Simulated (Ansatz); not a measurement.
The same molecule with X = Ti, Zr, Hf. Ansatz, PBE0-D4/def2-TZVP geometries, multiplicity 1. Each molecule was computed in one conformer, which needn't be the lowest.

Elements past krypton have def2 core potentials. Scalar relativity is left out up to krypton.

```json
{"X": "Zr", "molecule": "`[NH2][Zr]([NH2])([NH2])[OH]`", "mean X–N bond length / Å": "2.046", "mean X–O bond length / Å": "1.935", "LUMO energy (PBE0/def2-TZVPP) / eV": "-0.05", "HOMO energy (ωB97M-V/def2-TZVPP) / eV": "-9.09", "HOMO–LUMO gap (B3LYP/def2-TZVPP) / eV": "6.15"}
{"X": "Hf", "molecule": "`[NH2][Hf]([NH2])([NH2])[OH]`", "mean X–N bond length / Å": "2.046", "mean X–O bond length / Å": "1.938", "LUMO energy (PBE0/def2-TZVPP) / eV": "0.13", "HOMO energy (ωB97M-V/def2-TZVPP) / eV": "-9.08", "HOMO–LUMO gap (B3LYP/def2-TZVPP) / eV": "6.29"}
```

(1) Give the row for X = Ti, `[NH2][Ti]([NH2])([NH2])[OH]`. (Estimate.)

Answers

(1) Computed: 
```csv
X,molecule,mean X–N bond length / Å,mean X–O bond length / Å,LUMO energy (PBE0/def2-TZVPP) / eV,HOMO energy (ωB97M-V/def2-TZVPP) / eV,HOMO–LUMO gap (B3LYP/def2-TZVPP) / eV
Ti,`[NH2][Ti]([NH2])([NH2])[OH]`,1.890,1.807,-0.74,-9.23,5.60
```

From Ti to Hf the mean X–N bond length isn't monotonic: highest at Zr, lowest at Ti; the mean X–O bond length rises at each step, by 0.131 Å in all; the LUMO energy (PBE0/def2-TZVPP) rises at each step, by 0.87 eV in all; the HOMO energy (ωB97M-V/def2-TZVPP) rises at each step, by 0.15 eV in all; the HOMO–LUMO gap (B3LYP/def2-TZVPP) rises at each step, by 0.69 eV in all.

Positive LUMOs are unbound, so they and the gaps depend on the basis.

B3LYP here is the variant with VWN-RPA as its local correlation; programs differ in this.
